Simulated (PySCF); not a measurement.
**Spin states and ions at one geometry of [OsOCl4]2+**

PySCF 2.14.0, RKS PBE0, Os def2-SVP with ECP60, O def2-SVP, Cl def2-SVP; non-relativistic Hamiltonian with scalar-relativistic core potentials where named; density fitting; no spin-orbit coupling; singlets restricted, open shells unrestricted. The geometry is relaxed for charge +2, singlet, vacuum:

```xyz
6

Os   -0.0090   -0.0154    0.2937
O     0.4218    0.7308    1.6840
Cl    0.6381    1.1036   -1.6793
Cl    1.9060   -0.9161   -0.3528
Cl   -1.7455    1.1936   -0.3538
Cl   -1.0847   -1.8772    0.6524
```

Energies count from the relaxed state; an electron taken off or put on is at rest in vacuum. Charges and spins are Mulliken's.

```csv
state,energy (eV),spin squared,charge on Os1 (e),spin on Os1 (e),dipole about the centre of mass (D)
"charge +2, singlet, vacuum",0.00,0.00,0.88,0.00,1.50
"charge +3, doublet, vacuum",21.58,0.97,0.92,0.00,2.93
"charge +1, doublet, vacuum",-15.80,0.76,0.82,0.31,0.57
```

Question: What does the state charge +2, triplet, vacuum give?

Answer: energy (eV) -0.03, spin squared 2.01, charge on Os1 (e) 0.88, spin on Os1 (e) 0.44, dipole about the centre of mass (D) 1.93.

With an electron taken off (doublet) the charges change, summed by element, by Os +0.03 e, O +0.10 e, Cl +0.86 e. The vertical ionisation energy is 21.58 eV, against −ε(HOMO) = 19.71 eV of the relaxed state. The level lies 1.9 eV too high, as is usual for semilocal functionals and global hybrids, which keep a self-interaction error.

With an electron put on (doublet) the charges change, summed by element, by Os -0.07 e, O -0.11 e, Cl -0.82 e. The vertical electron affinity is 15.80 eV, against −ε(LUMO) = 17.78 eV of the relaxed state.

Open shells may have lower solutions than those found. A restricted singlet can lie too high where a spin-broken solution exists, which wasn't tested: charge +2, singlet, vacuum.

The gap of the closed shell is small, and it wasn't tested for a lower spin-broken solution at this geometry.
